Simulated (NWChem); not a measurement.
System: C$_{4}$H$_{8}$O; SMILES C=C(C)OC

Here is an NWChem input.

```
start job
memory heap 200 mb stack 900 mb global 1100 mb
geometry units angstroms noautosym nocenter noautoz
  C      1.441599    -0.454632     0.000000
  C      0.098964    -0.475529     0.000000
  C     -0.726973    -1.720290     0.000000
  O     -0.698516     0.615089     0.000000
  C     -0.095767     1.877512     0.000000
  H      1.990410    -1.396287     0.000000
  H      2.024470     0.466539     0.000000
  H     -1.381824    -1.740731     0.885381
  H     -1.381824    -1.740731    -0.885381
  H     -0.097035    -2.618099     0.000000
  H     -0.905133     2.619110     0.000000
  H      0.532431     2.028397    -0.896208
  H      0.532431     2.028397     0.896208
end
basis spherical
  C library pcsseg-1
  O library pcsseg-1
  H library pcsseg-1
end
dft
  xc slater vwn_5
  iterations 150
end
property
  shielding 11 1 2 3 4 5 6 7 8 10 11 12
  efieldgrad
end
task dft property
```

Structure relaxed at the PBE0/def2-SVP level. No frequency run checked for a minimum.

GIAO values for the isolated, static molecule; σ is the absolute isotropic shielding, δ = σ(reference) − σ with the isolated reference molecule computed at the same levels (13C: tetramethylsilane, 1H: tetramethylsilane, 17O: water).

Atoms are numbered as in the input.

Q: What results follow from this input? (LDA (Slater exchange, VWN5)/pcSseg-1, GIAO.) Quantities: δ C1 (ppm); δ C2 (ppm); δ O4 (ppm); δ C5 (ppm); δ H6 (ppm); δ H7 (ppm); δ H8 (rotor mean) (ppm).

A: The δ C1 (ppm) is 83.5. The δ C2 (ppm) is 171.6 and the δ O4 (ppm) is 148.1. The δ C5 (ppm) is 56.2 and the δ H6 (ppm) comes out as 3.91. The δ H7 (ppm) comes out as 3.68. The δ H8 (rotor mean) (ppm) is 1.79.
